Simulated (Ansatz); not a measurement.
System: C$_{2}$H$_{3}$ClF$_{2}$, charge 0, singlet. C2H3ClF2 (1-chloro-1,1-difluoroethane, SMILES CC(F)(F)Cl).
B3LYP-D3(BJ)/def2-TZVP minimum from Ansatz (an electronic-structure program):
```
C
F 1 1.3523
F 1 1.3523 2 106.75
C 1 1.5033 2 111.02 3 -121.13
H 4 1.0875 1 109.73 2 -60.46
H 4 1.0875 5 109.61 1 120.56
H 4 1.0903 5 109.72 6 120.54
Cl 1 1.7983 2 107.81 3 115.61
```

Property: atomisation energy (electronic, to ground-state atoms), in kcal/mol. Radicals and triplets start from unrestricted determinants; spin-orbit coupling is neglected. Correlated methods leave the cores frozen. Rows without X2C or -DK are non-relativistic. CBS(X,Y): correlation extrapolated as X^-3, Hartree-Fock from the larger set. A bracket is a step between two methods taken in the basis named. The functionals are non-relativistic, so their misses hold any scalar relativity. 'core' is core correlation in cc-pwCVTZ (1s frozen past Ne), 'X2C' scalar relativity in cc-pVTZ-DK, both at CCSD(T). Where a partner has so few electrons that a lower coupled-cluster level is exact, that level stands in.

| level | program | atomisation energy (kcal/mol) | difference against the last row |
|---|---|---|---|
| r2SCANh/def2-TZVPD | Ansatz | 715.8 | -4.5 |
| MP2/cc-pV(Q+d)Z | Ansatz | 732.6 | 12.3 |
| CCSD/cc-pV(T+d)Z | Ansatz | 684.6 | -35.7 |
| CCSD/CBS(cc-pV(T+d)Z,cc-pV(Q+d)Z) | Ansatz | 702.5 | -17.8 |
| CCSDT(Q)/cc-pV(D+d)Z | Ansatz | 659.4 | -60.9 |
| CCSD(T)/CBS(cc-pV(T+d)Z,cc-pV(Q+d)Z) + [CCSDT(Q) - CCSD(T)]/cc-pV(D+d)Z + core + X2C | Ansatz | 720.3 | 0.0 |
